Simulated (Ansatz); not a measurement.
Abridged output of a molecular run in Ansatz:

```
Functional definition: HF
3592 factors; integrals over basis functions are off by at most 1.0e-3 eV
mean field evaluation 1: about -61253.0840 eV, gradient 4.9e1 eV
mean field evaluation 2: about -61253.3035 eV, gradient 4.9e1 eV
mean field evaluation 4: about -61260.0436 eV, gradient 5.4e0 eV
mean field evaluation 8: about -61260.1644 eV, gradient 4.5e-1 eV
mean field evaluation 16: about -61260.1662 eV, gradient 1.5e-6 eV
mean field -61260.16618220 eV, -2251.2695835637 hartree, gradient 1.5e-6 eV, S^2 0.000000; 0 other end points of the search recorded, 0 dependent functions left out
32 core orbitals not correlated: weight in the atoms' cores, before any rotation towards them, 1.000 or more for the frozen orbitals, at most 0.000 for the correlated occupied ones
reference -61260.16618220 eV, -2251.2695835637 hartree; 40, 40 occupied and 488, 488 virtual orbitals, 3592 factors
second order -55.37272704 eV of doubles, -0.00000000 eV of singles
cycle   1  -56.29408838 eV  change   -9.2e-1 eV  update   1.6e-1
cycle   2  -57.60155603 eV  change    -1.3e0 eV  update   4.4e-2
cycle   3  -57.84379480 eV  change   -2.4e-1 eV  update   2.4e-2
cycle   4  -57.82086837 eV  change    2.3e-2 eV  update   5.8e-3
cycle   5  -57.81695960 eV  change    3.9e-3 eV  update   2.7e-3
cycle   6  -57.81747147 eV  change   -5.1e-4 eV  update   7.3e-4
cycle   7  -57.81710650 eV  change    3.6e-4 eV  update   2.9e-4
cycle   8  -57.81705427 eV  change    5.2e-5 eV  update   9.9e-5
perturbative correction -2.40103697 eV, -0.0882364813 hartree
Total energy: -61320.38427344 eV, -2253.4825575997 hartree
```

Its atoms:

Z-matrix (Å, degrees):
```
In
S 1 2.590
S 1 2.590 2 92.5
C 1 2.152 2 111.8 3 -114.6
Cl 1 2.335 2 103.1 3 104.1
In 1 3.583 2 46.2 3 1.2
H 2 1.345 1 94.0 3 92.6
H 3 1.345 1 94.0 2 -92.7
C 4 1.520 1 113.4 2 50.4
H 4 1.092 1 106.6 2 173.3
H 4 1.092 1 106.6 2 -72.6
Cl 6 2.335 1 108.4 2 90.8
C 6 2.152 1 123.2 2 -89.2
H 9 1.094 4 112.2 1 60.2
H 9 1.094 4 112.1 1 -60.5
H 9 1.094 4 111.3 1 179.9
C 13 1.520 6 113.4 1 -0.4
H 13 1.092 6 106.6 1 -123.4
H 13 1.092 6 106.6 1 122.5
H 17 1.094 13 111.3 6 179.9
H 17 1.094 13 112.1 6 -60.5
H 17 1.094 13 112.2 6 60.3
```

Problem. Which basis set was used?
A. cc-pV(D+d)Z
B. def2-TZVPP
C. def2-SVPD
D. def2-QZVPP

Solution. B. It gives 560 functions.

Problem. Write the keys of the input that set method, charge and spin (a neutral closed shell needs none for the last two).

Solution. 
```yaml
correlation: {method: ccsd_t}
```
